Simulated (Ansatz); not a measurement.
Relaxation of the cluster ZrGe12⁺ with UKS PBE-D4/def2-SVP.

```sh
$ ansatz run in.yaml --threads 2 --pin off --events-out ev --progress --plain --max-ram 32768MiB --backend cuda --devices 0, --max-vram 18GiB
```

```yaml
crystal:
  periodic: [false, false, false]
  atoms:
    - {symbol: Zr, position_ang: [-0.016840, 0.031220, -0.209520]}
    - {symbol: Ge, position_ang: [1.633730, -2.027140, 0.322850]}
    - {symbol: Ge, position_ang: [-0.988200, -2.459860, 0.079870]}
    - {symbol: Ge, position_ang: [0.767030, -1.494410, -2.189220]}
    - {symbol: Ge, position_ang: [-0.596420, 1.322980, 2.118230]}
    - {symbol: Ge, position_ang: [-2.389090, -0.385100, 1.000500]}
    - {symbol: Ge, position_ang: [0.103870, 1.256320, -2.469870]}
    - {symbol: Ge, position_ang: [-2.157650, -0.309130, -1.688850]}
    - {symbol: Ge, position_ang: [1.900790, 0.312800, 1.700400]}
    - {symbol: Ge, position_ang: [-0.114830, -1.207130, 2.243230]}
    - {symbol: Ge, position_ang: [2.525740, 0.396810, -0.870720]}
    - {symbol: Ge, position_ang: [-1.683130, 2.099450, -0.162490]}
    - {symbol: Ge, position_ang: [1.015000, 2.463190, 0.125590]}
basis:
  gaussian: {orbitals: def2-SVP, fitting: {mean_field: def2-universal-jkfit}}
total_charge: 1
magnetization: {spin_polarized: true, initial_magnetization: 1}
hamiltonian: {xc: pbe, dispersion: d4}
scf: {lower_state_search: "off"}
output: {orbitals: {seedname: orbitals}}
relax: {f_tol: 0.03, max_steps: 70}
```

Hardware: 2 threads of AMD EPYC 7R13 on a shared host and a share (18 GiB) of an NVIDIA H100 80GB HBM3. Wall time 3.7 min, peak host memory 1 GiB.

Positions (Å) and forces (eV/Å) at steps 1, 2, 3, 4, 5, 6, 7, 8, 9, 10, 11, 12, 13, 14, 15, 16, 17, 18, 19, 20, 21, 22 of 36:

```xyz
13
step=1 energy=-679314.3154 eV
Zr   -0.017    0.031   -0.210   -0.335   -0.284   -1.197
Ge    1.634   -2.027    0.323    1.419   -1.280    0.414
Ge   -0.988   -2.460    0.080   -0.797   -1.833   -0.278
Ge    0.767   -1.494   -2.189    0.558   -1.246   -1.192
Ge   -0.596    1.323    2.118   -0.225    1.136    1.422
Ge   -2.389   -0.385    1.000   -1.719   -0.010    0.927
Ge    0.104    1.256   -2.470    0.188    1.147   -1.521
Ge   -2.158   -0.309   -1.689   -1.540   -0.368   -0.835
Ge    1.901    0.313    1.700    1.339    0.489    1.159
Ge   -0.115   -1.207    2.243   -0.146   -0.932    1.297
Ge    2.526    0.397   -0.871    1.805    0.122   -0.592
Ge   -1.683    2.099   -0.162   -1.317    1.376   -0.101
Ge    1.015    2.463    0.126    0.771    1.683    0.498
13
step=2 energy=-679316.2313 eV
Zr   -0.038    0.022   -0.318   -0.119   -0.049   -0.652
Ge    1.737   -2.135    0.361    0.307   -0.020    0.164
Ge   -1.049   -2.612    0.090   -0.083   -0.115   -0.100
Ge    0.853   -1.629   -2.300    0.121   -0.109    0.118
Ge   -0.616    1.394    2.219    0.129    0.123   -0.020
Ge   -2.521   -0.396    1.076   -0.161    0.175    0.227
Ge    0.118    1.361   -2.633    0.066    0.228   -0.094
Ge   -2.339   -0.334   -1.752   -0.129   -0.013    0.173
Ge    1.993    0.339    1.784    0.003    0.183    0.008
Ge   -0.120   -1.252    2.319   -0.076   -0.134   -0.095
Ge    2.693    0.413   -0.892    0.096   -0.106    0.001
Ge   -1.792    2.226   -0.139   -0.146   -0.027    0.027
Ge    1.081    2.604    0.186   -0.008   -0.137    0.245
13
step=3 energy=-679316.4374 eV
Zr   -0.072   -0.005   -0.472   -0.046   -0.119    0.096
Ge    1.848   -2.119    0.446    0.041    0.087    0.072
Ge   -1.074   -2.617    0.003   -0.019   -0.003    0.054
Ge    1.027   -1.723   -2.273    0.061    0.114    0.049
Ge   -0.571    1.417    2.214    0.032   -0.140   -0.200
Ge   -2.560   -0.318    1.185    0.115    0.096    0.025
Ge    0.137    1.452   -2.708    0.028    0.000    0.160
Ge   -2.512   -0.295   -1.661    0.063    0.109    0.094
Ge    1.981    0.386    1.793   -0.182   -0.035   -0.161
Ge   -0.148   -1.283    2.237   -0.007    0.143   -0.257
Ge    2.740    0.356   -0.883   -0.148   -0.075    0.070
Ge   -1.862    2.210   -0.119    0.072   -0.186    0.053
Ge    1.067    2.538    0.238   -0.009    0.010   -0.055
13
step=4 energy=-679316.4914 eV
Zr   -0.084   -0.039   -0.481   -0.074   -0.106   -0.141
Ge    1.893   -2.122    0.485    0.012    0.097    0.041
Ge   -1.098   -2.643   -0.016   -0.023    0.003    0.001
Ge    1.113   -1.723   -2.253    0.059    0.104   -0.015
Ge   -0.549    1.406    2.169   -0.109   -0.017    0.060
Ge   -2.571   -0.289    1.229    0.120    0.084   -0.007
Ge    0.154    1.481   -2.669    0.023   -0.010    0.137
Ge   -2.561   -0.247   -1.609    0.023    0.091    0.008
Ge    1.941    0.401    1.754    0.090   -0.070    0.042
Ge   -0.160   -1.276    2.162   -0.006    0.006    0.048
Ge    2.735    0.331   -0.873   -0.118   -0.079   -0.019
Ge   -1.871    2.181   -0.104    0.009   -0.131   -0.017
Ge    1.059    2.537    0.207   -0.006    0.026   -0.138
13
step=5 energy=-679316.4961 eV
Zr   -0.112   -0.096   -0.518   -0.018   -0.152    0.031
Ge    1.927   -2.100    0.525   -0.147   -0.057    0.042
Ge   -1.130   -2.674   -0.016    0.093    0.276    0.113
Ge    1.227   -1.703   -2.266   -0.034    0.005   -0.032
Ge   -0.541    1.403    2.158   -0.097   -0.002    0.129
Ge   -2.552   -0.247    1.264    0.050   -0.184   -0.007
Ge    0.177    1.518   -2.627   -0.001   -0.018   -0.015
Ge   -2.628   -0.176   -1.582    0.006   -0.092   -0.035
Ge    1.933    0.409    1.747    0.105   -0.085    0.073
Ge   -0.167   -1.269    2.128   -0.078   -0.195    0.014
Ge    2.709    0.295   -0.867    0.197    0.004   -0.158
Ge   -1.880    2.132   -0.096   -0.205    0.224   -0.082
Ge    1.037    2.507    0.149    0.129    0.276   -0.071
13
step=6 energy=-679316.5249 eV
Zr   -0.100   -0.077   -0.490   -0.011   -0.093   -0.076
Ge    1.888   -2.109    0.518   -0.020   -0.002    0.020
Ge   -1.120   -2.649    0.005   -0.015    0.039    0.019
Ge    1.192   -1.682   -2.276    0.017    0.042   -0.027
Ge   -0.555    1.399    2.158    0.006    0.058    0.016
Ge   -2.537   -0.276    1.248   -0.015   -0.027   -0.003
Ge    0.180    1.517   -2.616    0.019    0.031    0.008
Ge   -2.594   -0.200   -1.601   -0.001   -0.015   -0.005
Ge    1.942    0.394    1.744    0.033    0.044    0.000
Ge   -0.167   -1.281    2.166   -0.012   -0.058    0.080
Ge    2.719    0.288   -0.887    0.048    0.018   -0.040
Ge   -1.900    2.139   -0.110   -0.015    0.058    0.001
Ge    1.052    2.536    0.140   -0.033   -0.097    0.006
13
step=7 energy=-679316.5318 eV
Zr   -0.100   -0.087   -0.500   -0.022   -0.074    0.046
Ge    1.874   -2.109    0.520    0.001   -0.011    0.017
Ge   -1.131   -2.642    0.026   -0.053   -0.027    0.003
Ge    1.211   -1.664   -2.294    0.031    0.065   -0.030
Ge   -0.557    1.402    2.157    0.005    0.016   -0.032
Ge   -2.535   -0.281    1.252   -0.003    0.015   -0.031
Ge    0.190    1.529   -2.610    0.011    0.024   -0.008
Ge   -2.599   -0.206   -1.600   -0.001   -0.007    0.010
Ge    1.944    0.394    1.738    0.012    0.031   -0.013
Ge   -0.170   -1.285    2.185    0.006   -0.009    0.040
Ge    2.732    0.288   -0.897   -0.008   -0.011   -0.020
Ge   -1.907    2.139   -0.115    0.031   -0.018    0.012
Ge    1.049    2.522    0.137   -0.010    0.005    0.006
13
step=8 energy=-679316.5457 eV
Zr   -0.102   -0.123   -0.504    0.029   -0.074    0.155
Ge    1.837   -2.116    0.525   -0.003   -0.003   -0.010
Ge   -1.178   -2.636    0.081   -0.077   -0.062   -0.004
Ge    1.272   -1.591   -2.350    0.041    0.088   -0.022
Ge   -0.558    1.407    2.144    0.025   -0.040   -0.052
Ge   -2.528   -0.283    1.256   -0.029    0.042   -0.039
Ge    0.211    1.550   -2.578    0.006    0.018   -0.047
Ge   -2.607   -0.224   -1.594   -0.015   -0.036    0.021
Ge    1.950    0.394    1.721   -0.037   -0.006   -0.011
Ge   -0.179   -1.295    2.230    0.047    0.048   -0.006
Ge    2.752    0.285   -0.918   -0.063   -0.048   -0.004
Ge   -1.915    2.127   -0.131    0.060   -0.050   -0.001
Ge    1.046    2.506    0.118    0.017    0.122    0.022
13
step=9 energy=-679316.5632 eV
Zr   -0.099   -0.184   -0.499    0.103   -0.046    0.169
Ge    1.774   -2.130    0.521   -0.020    0.039   -0.062
Ge   -1.270   -2.629    0.177   -0.018    0.015    0.025
Ge    1.370   -1.454   -2.451   -0.025    0.067    0.048
Ge   -0.557    1.412    2.118    0.069   -0.076   -0.068
Ge   -2.526   -0.279    1.264   -0.003    0.028   -0.046
Ge    0.246    1.575   -2.526    0.015    0.007   -0.047
Ge   -2.614   -0.275   -1.578   -0.021   -0.048    0.046
Ge    1.955    0.391    1.694   -0.101   -0.098   -0.014
Ge   -0.189   -1.307    2.298    0.083    0.102   -0.114
Ge    2.780    0.281   -0.946   -0.159   -0.020    0.086
Ge   -1.916    2.103   -0.167    0.095   -0.061   -0.052
Ge    1.044    2.497    0.093   -0.019    0.092    0.027
13
step=10 energy=-679316.5775 eV
Zr   -0.095   -0.198   -0.480   -0.003   -0.005   -0.016
Ge    1.748   -2.136    0.494    0.054   -0.098    0.003
Ge   -1.301   -2.622    0.215   -0.008    0.030    0.022
Ge    1.388   -1.400   -2.479   -0.074    0.020    0.004
Ge   -0.551    1.414    2.104    0.075   -0.038   -0.031
Ge   -2.524   -0.276    1.263   -0.033    0.022   -0.001
Ge    0.264    1.576   -2.506    0.009    0.020   -0.054
Ge   -2.608   -0.314   -1.567   -0.025   -0.058    0.049
Ge    1.949    0.375    1.691   -0.066   -0.056    0.047
Ge   -0.180   -1.301    2.311    0.032    0.060   -0.060
Ge    2.768    0.288   -0.941    0.016    0.072    0.053
Ge   -1.900    2.094   -0.196    0.071   -0.021   -0.060
Ge    1.041    2.500    0.091   -0.048    0.052    0.044
13
step=11 energy=-679316.5973 eV
Zr   -0.091   -0.212   -0.476   -0.083    0.055   -0.117
Ge    1.722   -2.166    0.448    0.059   -0.091    0.041
Ge   -1.346   -2.603    0.266    0.009   -0.014    0.001
Ge    1.416   -1.328   -2.514   -0.077   -0.032   -0.034
Ge   -0.535    1.418    2.080    0.041    0.026    0.003
Ge   -2.531   -0.256    1.280   -0.008    0.026    0.030
Ge    0.302    1.588   -2.495    0.014    0.018   -0.010
Ge   -2.624   -0.395   -1.526   -0.031   -0.050    0.023
Ge    1.934    0.339    1.698    0.024   -0.007    0.040
Ge   -0.167   -1.287    2.312   -0.029   -0.052    0.005
Ge    2.761    0.322   -0.922    0.083    0.124    0.069
Ge   -1.869    2.079   -0.257    0.044    0.033   -0.044
Ge    1.029    2.503    0.105   -0.048   -0.037   -0.006
13
step=12 energy=-679316.6125 eV
Zr   -0.102   -0.223   -0.488   -0.111    0.023   -0.088
Ge    1.707   -2.191    0.405    0.046   -0.028    0.035
Ge   -1.383   -2.600    0.294    0.013   -0.026   -0.026
Ge    1.441   -1.263   -2.538   -0.016   -0.085   -0.045
Ge   -0.505    1.427    2.053   -0.052    0.067    0.045
Ge   -2.531   -0.218    1.312    0.000    0.028    0.026
Ge    0.347    1.596   -2.499    0.003    0.047   -0.008
Ge   -2.672   -0.489   -1.460   -0.016    0.004    0.030
Ge    1.921    0.294    1.720    0.071    0.020    0.001
Ge   -0.163   -1.295    2.298   -0.074   -0.116    0.046
Ge    2.749    0.386   -0.873    0.145    0.096    0.037
Ge   -1.823    2.078   -0.331   -0.005    0.018    0.020
Ge    1.015    2.497    0.107   -0.004   -0.050   -0.074
13
step=13 energy=-679316.5715 eV rejected
Zr   -0.138   -0.190   -0.555    0.100   -0.074    0.156
Ge    1.693   -2.192    0.415   -0.030    0.120   -0.173
Ge   -1.333   -2.633    0.174   -0.034    0.170   -0.012
Ge    1.517   -1.401   -2.435    0.012    0.239    0.170
Ge   -0.490    1.453    2.069    0.046   -0.052   -0.048
Ge   -2.529   -0.170    1.374    0.133   -0.078   -0.127
Ge    0.444    1.617   -2.543    0.058   -0.076    0.191
Ge   -2.785   -0.506   -1.334   -0.076   -0.054   -0.041
Ge    1.903    0.266    1.672   -0.100    0.116    0.072
Ge   -0.235   -1.357    2.247    0.211    0.062   -0.054
Ge    2.822    0.512   -0.871   -0.543   -0.211    0.057
Ge   -1.852    2.105   -0.255    0.160   -0.021   -0.087
Ge    0.982    2.496    0.042    0.063   -0.141   -0.105
13
step=14 energy=-679316.6305 eV
Zr   -0.128   -0.221   -0.517    0.003   -0.048    0.060
Ge    1.710   -2.181    0.392    0.014    0.016   -0.009
Ge   -1.381   -2.610    0.256    0.011   -0.002   -0.014
Ge    1.476   -1.293   -2.510   -0.003   -0.009    0.029
Ge   -0.501    1.446    2.057    0.001    0.009   -0.013
Ge   -2.518   -0.197    1.337    0.006    0.002   -0.011
Ge    0.393    1.608   -2.509    0.006    0.024    0.014
Ge   -2.738   -0.511   -1.400   -0.027    0.006    0.026
Ge    1.910    0.291    1.722   -0.038   -0.016   -0.022
Ge   -0.180   -1.335    2.282    0.010   -0.006   -0.039
Ge    2.765    0.439   -0.850    0.004   -0.004    0.016
Ge   -1.816    2.092   -0.323    0.023    0.011   -0.004
Ge    1.010    2.472    0.065   -0.010    0.019   -0.032
13
step=15 energy=-679316.6345 eV
Zr   -0.142   -0.224   -0.524    0.022   -0.048    0.032
Ge    1.723   -2.181    0.376   -0.023    0.058   -0.043
Ge   -1.382   -2.624    0.227    0.003    0.039   -0.019
Ge    1.494   -1.308   -2.483    0.025    0.001    0.028
Ge   -0.497    1.464    2.048   -0.001   -0.012    0.009
Ge   -2.510   -0.183    1.359    0.013   -0.013   -0.023
Ge    0.420    1.611   -2.509    0.007    0.014   -0.010
Ge   -2.784   -0.525   -1.345   -0.033    0.000    0.010
Ge    1.886    0.281    1.719    0.000   -0.002    0.014
Ge   -0.186   -1.362    2.254    0.026    0.012    0.016
Ge    2.772    0.472   -0.828   -0.036   -0.047    0.002
Ge   -1.798    2.105   -0.336   -0.013   -0.005   -0.011
Ge    1.003    2.474    0.041    0.011    0.002   -0.005
13
step=16 energy=-679316.6363 eV
Zr   -0.151   -0.223   -0.533    0.033    0.013    0.048
Ge    1.727   -2.167    0.364    0.003   -0.010   -0.025
Ge   -1.379   -2.623    0.213   -0.004    0.015    0.001
Ge    1.507   -1.320   -2.470    0.022    0.015    0.005
Ge   -0.497    1.467    2.045   -0.010   -0.005   -0.011
Ge   -2.504   -0.185    1.365    0.010   -0.006   -0.020
Ge    0.436    1.617   -2.512    0.015    0.002    0.035
Ge   -2.811   -0.526   -1.321   -0.014    0.001    0.015
Ge    1.881    0.281    1.725    0.001    0.015   -0.015
Ge   -0.182   -1.370    2.247   -0.007    0.012   -0.002
Ge    2.774    0.468   -0.816   -0.063   -0.021   -0.008
Ge   -1.800    2.108   -0.341    0.012   -0.022   -0.008
Ge    1.001    2.473    0.032    0.002   -0.009   -0.015
13
step=17 energy=-679316.6381 eV
Zr   -0.152   -0.224   -0.535    0.010    0.019    0.024
Ge    1.728   -2.165    0.350    0.015   -0.017   -0.004
Ge   -1.383   -2.618    0.210   -0.009    0.002    0.008
Ge    1.518   -1.322   -2.466    0.025    0.012   -0.002
Ge   -0.502    1.469    2.041    0.002    0.000   -0.011
Ge   -2.501   -0.186    1.370    0.008   -0.004   -0.022
Ge    0.453    1.623   -2.507    0.011    0.006    0.019
Ge   -2.827   -0.530   -1.300    0.002    0.002    0.022
Ge    1.877    0.283    1.724    0.007    0.011   -0.017
Ge   -0.181   -1.372    2.246   -0.011    0.001   -0.010
Ge    2.768    0.466   -0.812   -0.072   -0.012    0.007
Ge   -1.798    2.103   -0.352   -0.008   -0.011   -0.004
Ge    1.000    2.472    0.030    0.019   -0.009   -0.012
13
step=18 energy=-679316.6366 eV rejected
Zr   -0.163   -0.232   -0.554   -0.143    0.059   -0.104
Ge    1.739   -2.159    0.277    0.046   -0.100    0.071
Ge   -1.408   -2.600    0.189   -0.062   -0.032    0.056
Ge    1.601   -1.327   -2.445    0.028    0.026   -0.029
Ge   -0.512    1.490    2.008    0.033    0.037    0.000
Ge   -2.479   -0.184    1.398    0.007    0.006    0.011
Ge    0.548    1.666   -2.481   -0.049   -0.030   -0.033
Ge   -2.928   -0.561   -1.166    0.089    0.008    0.008
Ge    1.863    0.281    1.722   -0.023   -0.005    0.063
Ge   -0.181   -1.392    2.229   -0.030   -0.044   -0.035
Ge    2.716    0.467   -0.772    0.140    0.052   -0.064
Ge   -1.800    2.079   -0.413   -0.057   -0.004    0.014
Ge    1.004    2.471    0.010    0.020    0.029    0.042
13
step=19 energy=-679316.6431 eV
Zr   -0.154   -0.231   -0.542   -0.003    0.024   -0.023
Ge    1.731   -2.171    0.320    0.003    0.028    0.033
Ge   -1.407   -2.607    0.212   -0.015   -0.001    0.009
Ge    1.563   -1.311   -2.461    0.032   -0.013   -0.020
Ge   -0.503    1.480    2.025    0.015    0.004    0.007
Ge   -2.490   -0.184    1.379   -0.011    0.004   -0.007
Ge    0.483    1.640   -2.495   -0.005    0.012   -0.010
Ge   -2.861   -0.543   -1.247    0.033    0.008    0.040
Ge    1.873    0.280    1.723    0.005   -0.024   -0.019
Ge   -0.182   -1.380    2.239    0.004   -0.023   -0.024
Ge    2.747    0.468   -0.799   -0.055    0.003    0.034
Ge   -1.804    2.086   -0.378   -0.032   -0.007   -0.010
Ge    1.005    2.473    0.023    0.028   -0.014   -0.009
13
step=20 energy=-679316.6456 eV
Zr   -0.153   -0.238   -0.560   -0.085    0.011   -0.051
Ge    1.740   -2.169    0.290    0.001   -0.006    0.048
Ge   -1.444   -2.587    0.209   -0.035   -0.022    0.038
Ge    1.636   -1.304   -2.453    0.027   -0.014   -0.016
Ge   -0.500    1.494    2.004    0.034    0.011    0.006
Ge   -2.478   -0.177    1.399    0.010    0.009    0.044
Ge    0.520    1.667   -2.486   -0.059   -0.020   -0.016
Ge   -2.908   -0.555   -1.163    0.008    0.007   -0.037
Ge    1.864    0.267    1.723   -0.010   -0.038    0.040
Ge   -0.186   -1.400    2.222    0.002   -0.038   -0.042
Ge    2.713    0.475   -0.775    0.135    0.049   -0.016
Ge   -1.817    2.058   -0.416   -0.036    0.010   -0.017
Ge    1.013    2.469    0.007    0.009    0.040    0.022
13
step=21 energy=-679316.6501 eV
Zr   -0.153   -0.239   -0.559   -0.028    0.011   -0.025
Ge    1.740   -2.167    0.306    0.015   -0.012    0.024
Ge   -1.448   -2.590    0.212   -0.045    0.003    0.018
Ge    1.634   -1.304   -2.452    0.033   -0.001   -0.016
Ge   -0.491    1.489    2.006    0.025    0.007    0.010
Ge   -2.480   -0.173    1.398    0.005    0.002    0.026
Ge    0.496    1.660   -2.491   -0.036   -0.019   -0.006
Ge   -2.896   -0.547   -1.180    0.005    0.002   -0.010
Ge    1.868    0.260    1.724   -0.013   -0.017    0.023
Ge   -0.186   -1.404    2.218   -0.002   -0.021   -0.024
Ge    2.723    0.484   -0.775    0.064    0.026   -0.017
Ge   -1.818    2.061   -0.411   -0.029   -0.002   -0.022
Ge    1.013    2.470    0.005    0.007    0.020    0.018
13
step=22 energy=-679316.6821 eV
Zr   -0.141   -0.288   -0.597    0.169    0.023    0.182
Ge    1.784   -2.163    0.322    0.085    0.081   -0.096
Ge   -1.624   -2.549    0.236   -0.078    0.050    0.020
Ge    1.828   -1.270   -2.421    0.016    0.075    0.067
Ge   -0.423    1.497    1.983    0.047   -0.068   -0.042
Ge   -2.461   -0.125    1.450    0.056   -0.030    0.030
Ge    0.400    1.664   -2.501    0.038   -0.098    0.074
Ge   -2.941   -0.515   -1.103   -0.132    0.041   -0.034
Ge    1.874    0.183    1.737   -0.046   -0.005   -0.088
Ge   -0.195   -1.485    2.146   -0.009    0.024   -0.029
Ge    2.735    0.568   -0.729   -0.058   -0.043    0.017
Ge   -1.850    1.999   -0.480   -0.079    0.009   -0.113
Ge    1.014    2.483   -0.043   -0.009   -0.059    0.013
```

In the def2 sets Zr takes a core potential; there is no spin–orbit coupling. Single mean-field runs in def2-SVP are fitted with def2-universal-jkfit. Another isomer (doublet) lies 0.11 eV lower at PBE0-D4/def2-TZVP; other spin states weren't run for this one.
